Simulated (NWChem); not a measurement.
CBF₅; SMILES FB(F)C(F)(F)F

```xyz
7

B      0.0071    -0.9735     0.0034
C      0.0092     0.6384     0.0037
F     -0.5126     1.0996    -1.1410
F      1.2357     1.1443     0.1258
F     -0.7328     1.1133     1.0106
F      1.1297    -1.6402    -0.0005
F     -1.1323    -1.6129    -0.0001
```
Atoms are numbered in this order, from 1.

Program: NWChem. Pople sets run with spherical d functions. Geometry: optimised at PBE0/def2-SVP. B3LYP is NWChem's, with the RPA form of VWN correlation. Core excitations by TDA in a window of 1s orbitals, non-relativistic and unshifted: absolute energies depend strongly on the exact-exchange share.

```tsv
level	first 1s excitation (eV)	dipole oscillator strength of the first	first state with f > 0.002 (eV)	dipole oscillator strength of that state
B K edge, BHandHLYP/6-311G**	…	…	…	…
B K edge, PBE/6-311G**	178.8	0.0514	178.8	0.0514
C K edge, B3LYP/6-311G**	280.5	0.0086	280.5	0.0086
```

Question: Some entries are withheld; supply them.

Answer: 
- B K edge, BHandHLYP/6-311G**, first 1s excitation (eV): 189.5
- B K edge, BHandHLYP/6-311G**, dipole oscillator strength of the first: 0.0993
- B K edge, BHandHLYP/6-311G**, first state with f > 0.002 (eV): 189.5
- B K edge, BHandHLYP/6-311G**, dipole oscillator strength of that state: 0.0993
